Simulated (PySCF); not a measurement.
**Basis and Hamiltonian dependence of the ionisation energy of Ni²⁺**

Ni²⁺ [Ar] 3d8 (3F) → Ni³⁺ [Ar] 3d7 (4F). All values are computed (PySCF 2.14, energy differences of UHF-based or UKS calculations, no spin-orbit coupling). Values in eV.

```
                                                               basis       Hamiltonian  functions     UHF     PBE    PBE0  MP2 (valence)  CCSD(T) (valence)  CCSD(T) (valence and next inner shell)
                                                              STO-3G  non-relativistic         18  12.505  14.334  14.321         12.531                n/a                                     n/a
                                                          cc-pVDZ-DK     spin-free X2C         43  32.887  35.881     n/a         35.008                n/a                                     n/a
                                                      aug-cc-pVDZ-DK     spin-free X2C         59  32.871  35.877  35.446         35.024             34.797                                     n/a
                                                        ANO-RCC-VTZP     spin-free X2C         59  32.612  35.810  35.302         34.880             34.661                                  34.849
                                                         aug-cc-pVDZ  non-relativistic         59  33.139  36.114  35.692         35.276             35.053                                     n/a
                                                         def2-TZVPPD  non-relativistic         67  32.873  36.051  35.561         35.090             34.878                                  35.088
   x2c-TZVPPall with one added diffuse shell each of s, p, d, f type     spin-free X2C         80  32.599  35.807  35.308         34.851             34.639                                  34.854
                                                         def2-QZVPPD  non-relativistic        100  32.874  36.076  35.581         35.182             34.966                                     n/a
                                                          dyall-av2z  non-relativistic        101  32.865  36.064  35.566         34.908             34.709                                     n/a
                                                         dyall-acv2z     spin-free X2C        101  32.592  35.824  35.316         34.655                n/a                                     n/a
                                                        x2c-QZVPPall     spin-free X2C        108  32.597  35.835  35.328         34.950                n/a                                     n/a
 aug-cc-pVTZ with one added diffuse shell each of s, p, d, f, g type  non-relativistic        118  32.882  36.073  35.579         35.194                n/a                                     n/a
                                                       aug-cc-pwCVTZ  non-relativistic        127  32.872  36.070  35.575         35.252                n/a                                     n/a
x2c-QZVPPall with one added diffuse shell each of s, p, d, f, g type     spin-free X2C        133  32.598  35.835  35.328         34.960                n/a                                     n/a
```

Frozen in the all-electron rows: valence: [Ar]; valence and next inner shell: [Ne].

At UHF, STO-3G lies more than 0.3 eV from the median of the rows with comparable relativity. Sets contracted for the neutral atom can be stiff in a shell that they treat as core.

Non-relativistic rows lack the scalar-relativistic shift.

Between the lowest levels the reference is 35.187 ± 0.019 eV (measured; NIST Atomic Spectra Database, ionization energies); it includes spin-orbit coupling, which these numbers lack.
